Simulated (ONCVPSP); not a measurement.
**La (Z = 57): one change to an ONCV potential, before and after**

ONCVPSP 4.0.1 input, shortened (lines: element, Z, core and valence counts, functional; n l f; lmax; l rc ep ncon nbas qcut; lloc lpopt rc5 dvloc0; l nproj debl; icmod fcfact rcfact), PBE, fully relativistic:

```
  La 57.00    9    4        4      upf
    1    0    2.00
    2    0    2.00
    2    1    6.00
    3    0    2.00
    3    1    6.00
    3    2   10.00
    4    0    2.00
    4    1    6.00
    4    2   10.00
    5    0    2.00
    5    1    6.00
    5    2    1.00
    6    0    1.00
    3
    0    2.55    0.00    3    7    5.00
    1    1.90    0.00    4    7    4.70
    2    3.75    0.00    5   10    4.30
    3    3.85    0.03    3    6    2.90
    4    4    1.80    4.00
    0    2    2.20
    1    1    1.70
    2    2    3.60
    3    2    0.40
    3    3.75    1.00
```

Open shells are filled in proportion to 2j + 1.

In the f channel the program set the typed energies aside and used -0.369, 0.031 Ha (j = l + 1/2; the other j can differ).

Change: d: nproj 3.

Cutoffs: the cutoffs (Ha) at which the residual kinetic energy of the hardest occupied pseudo-wave falls to 1 and 0.1 mHa per electron; they do not see the model core or the augmentation charge, which bear on the density cutoff. Errors are all-electron minus pseudo energies relative to the spin-unpolarised reference configuration.

Q: How do hardness, ghosts and transferability respond?

A: The potential gets neither clearly harder nor softer (17 Ha and 38 Ha → 17 Ha and 38 Ha); of the 4 tests that both files solve, the error grows in 2 and shrinks in 0 by more than 15 % and 0.3 meV (median size 7.8 → 12.9 meV); neither file shows a bound ghost.

| quantity | base | changed |
| --- | --- | --- |
| cutoff, loose | 17 Ha | 17 Ha |
| cutoff, tight | 38 Ha | 38 Ha |
| bound ghosts | none | none |
| GHOST(+) flags under 300 eV | none | none |
| error for 5s2 5p6 5d1 6s2, meV [ΔE -5.97 eV] | -0.7 | +5.7 |
| error for 5s2 5p6 5d1 6s0, meV [ΔE 10.89 eV] | -1.7 | +11 |
| error for 5s2 5p6 5d0 6s0, meV [ΔE 29.82 eV] | +14 | +15 |
| error for 5s2 5p6 5d1 6s0 6p2, meV [ΔE -1.14 eV] | +30 | +30 |
| s: phases at 2.58 bohr within 0.05 rad from the reference energy up to (Ha; the scan ends near 5) | 3.0 | 3.0 |
| p3/2: phases at 1.93 bohr within 0.05 rad from the reference energy up to (Ha; the scan ends near 5) | 1.7 | 1.7 |
| p1/2: phases at 1.93 bohr within 0.05 rad from the reference energy up to (Ha; the scan ends near 5) | 1.6 | 1.6 |
| d5/2: phases at 3.81 bohr within 0.05 rad from the reference energy up to (Ha; the scan ends near 5) | 0.3 | -0.2 |
| d3/2: phases at 3.81 bohr within 0.05 rad from the reference energy up to (Ha; the scan ends near 5) | 0.3 | -0.2 |
| f7/2: phases at 3.90 bohr within 0.05 rad from the reference energy up to (Ha; the scan ends near 5) | 0.9 | 0.9 |
| f5/2: phases at 3.90 bohr within 0.05 rad from the reference energy up to (Ha; the scan ends near 5) | 0.9 | 0.9 |
| rms error of d²Exc/dni dnj with the model core, mHa | 4.52 | 4.52 |

Base: These tests converged, but a pseudo level misses the all-electron one widely, so the file describes the atom poorly there or has found another state: 5s2 5p6 5d1 6s0 6p2: empty 6s by 8.7 eV. Changed file: These tests converged, but a pseudo level misses the all-electron one widely, so the file describes the atom poorly there or has found another state: 5s2 5p6 5d1 6s0 6p2: empty 6s by 8.7 eV.
